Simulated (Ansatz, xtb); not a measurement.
# C5H3BrClF: 4 structures ranked

4 gas-phase structures of C5H3BrClF, from a drawn sample of its isomers (lower ones may exist). Each was relaxed with GFN2-xTB:

A. `FC1=C(Br)C=C(Cl)C1`, a singlet
B. `F[C@@H]1C=C(Cl)C(Br)=C1`, a singlet
C. `FCC#C/C(Br)=C/Cl`, a singlet
D. `F/C(Cl)=C1/CC=C1Br`, a singlet

Problem. Estimate their order in r2SCAN-D4/def2-SVP//GFN2-xTB energy at these geometries, lowest first.

Solution. Calculated order at r2SCAN-D4/def2-SVP//GFN2-xTB: A (0.0), B (28.3), D (108.7), C (170.1) kJ/mol.

Energies above the lowest of each column, in kJ/mol; the last columns are at r2SCAN-D4/def2-SVP geometries and were run for some of them only (a dash: not run or not comparable):

```csv
structure,GFN2-xTB,HF/STO-3G,r2SCAN-D4/def2-SVP//GFN2-xTB,r2SCAN-D4/def2-SVP,CCSD(T)/def2-SVP + ΔMP2/def2-TZVPP
A,0.0,0.0,0.0,0.0,0.0
B,28.2,45.2,28.3,27.4,12.7
D,114.2,137.6,108.7,108.8,110.9
C,155.9,226.6,170.1,–,–
```

Every level run on A puts it lowest or level with the lowest. Frequencies (GFN2-xTB) were run for A, B, D alone. ΔMP2 is the change of the MP2 energy from the smaller to the larger basis.

Over these structures GFN2-xTB departs from r2SCAN-D4/def2-SVP//GFN2-xTB by 6.0 kJ/mol on average once a common shift is removed. A GFN2-xTB relaxation took about 0.087 s and the r2SCAN-D4/def2-SVP//GFN2-xTB energy about 2.3 s on a shared host (Ansatz 0.2.0, xtb 6.7.1).
